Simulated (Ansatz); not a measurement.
Consider the redistribution: `[OH][Ta]([OH])([OH])([F])[F]` + `[OH][Al-]1([OH])[O]C(C(F)(F)F)=CC(C(F)(F)F)=[O+]1` → `[OH][Ta]([OH])([OH])([OH])[F]` + `[OH][Al-]1([F])[O]C(C(F)(F)F)=CC(C(F)(F)F)=[O+]1`.

Isolated molecules relaxed with PBE0-D4/def2-TZVP in Ansatz; ΔE leaves out vibrations. CBS: MP2 limit from def2 TZ/QZ plus the TZ coupled-cluster correction, frozen cores. Functionals use def2-TZVPP. B3LYP here is the variant with VWN-RPA as its local correlation; programs differ in this. def2 core potentials past Kr. For Ta outer-core shells are correlated without core-valence functions, which leaves a few kJ/mol of doubt a bond. One conformer a species, not always the lowest.

| level | ΔE (kJ/mol) | difference from CCSD(T)/CBS |
| --- | --- | --- |
| PBE-D4 | -6.6 | 7.9 |
| r2SCAN-D4 | -8.0 | 6.5 |
| ωB97M-V | -9.2 | 5.3 |
| B2PLYP | -11.0 | 3.5 |
| PBE | -6.9 | 7.6 |
| r2SCAN | -8.2 | 6.3 |
| PBE0 | -9.5 | 5.0 |
| B3LYP | -9.5 | 5.0 |
| HF/def2-TZVPP | -15.0 | -0.5 |
| MP2/def2-TZVPP | -14.1 | 0.4 |
| SCS-MP2/def2-TZVPP | -13.8 | 0.7 |
| CCSD(T)/def2-TZVPP | -13.3 | 1.2 |
| HF/def2-QZVPP | -15.8 | -1.3 |
| SCS-MP2/def2-QZVPP | -14.7 | -0.2 |
| MP2/CBS(def2) | -15.3 | -0.8 |
| CCSD/CBS(def2) | -15.4 | -0.9 |
| CCSD(T)/CBS | -14.5 | 0 |

Largest T1 diagnostic among the species: 0.018.

CCSD(T)/CBS has its own doubt, a few kJ/mol and more with outer-core shells, so smaller differences from it don't rank the levels.
